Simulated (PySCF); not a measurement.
Coordinates in bohr (charge 0 multiplicity 1):
```
Sn    2.0990   -2.7142    0.0000
Sn   -3.4021    0.4453    0.0000
Sn    1.3031    2.2689    0.0000
```

Level of theory: PySCF, PBE0, basis Sn def2-TZVP with ECP28 (scalar-relativistic core potentials, no spin–orbit coupling, density fitting).

This geometry of Sn₃ is a stationary point at this level.

Q: What is the point group?

A: C2v.

Q: Is it a minimum?

A: Yes: all harmonic wavenumbers are real.

Q: What are the dipole moment and the gap between the highest occupied and lowest empty levels?

A: 0.55 D and 2.04 eV.

Q: Give the atomic charges and bond orders.

A: 
```tsv
atom	Mulliken	Löwdin	polar tensor	Mayer order to Sn1
Sn1	0.05	0.07	0.14	–
Sn2	0.05	0.07	0.14	1.00
Sn3	-0.11	-0.15	-0.27	1.54
```
Other Mayer orders above 0.3: Sn–Sn 1.54.

Only a few start shapes were tried, so a lower isomer may exist. At this level a triplet minimum of D3h symmetry lies 21 kJ/mol below this structure.
